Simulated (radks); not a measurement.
Question: All-electron atom: the palladium ion Pd3+ in [Kr] 4d7. Calculated with a radial shooting solver on a logarithmic mesh with Libxc functionals: scalar-relativistic Kohn-Sham, PBEsol, spin-unpolarised, spherical densities, finite nucleus; Fermi nuclear charge, rms radius 4.5318 fm. Some entries of the table are withheld. Estimate them.

| orbital | occ. | eigenvalue (hartree) | r(max) (bohr) |
|---|---|---|---|
| 1s | 2 | -889.0788 | 0.02067 |
| 2s | 2 | -131.1324 | 0.1169 |
| 2p | 6 | (1) | 0.09341 |
| 3s | 2 | (2) | 0.3420 |
| 3p | 6 | -20.48781 | 0.3351 |
| 3d | 10 | -13.49707 | (3) |
| 4s | 2 | (4) | 0.8487 |
| 4p | 6 | -3.35773 | 0.9050 |
| 4d | 7 | -1.52960 | 1.058 |
| 5s | 0 | -1.11923 | 2.146 |
| 5p | 0 | -0.84522 | (5) |

Answer: 
(1) 2p eigenvalue (hartree): -117.7513
(2) 3s eigenvalue (hartree): -24.88580
(3) 3d r(max) (bohr): 0.2822
(4) 4s eigenvalue (hartree): -4.62908
(5) 5p r(max) (bohr): 2.498
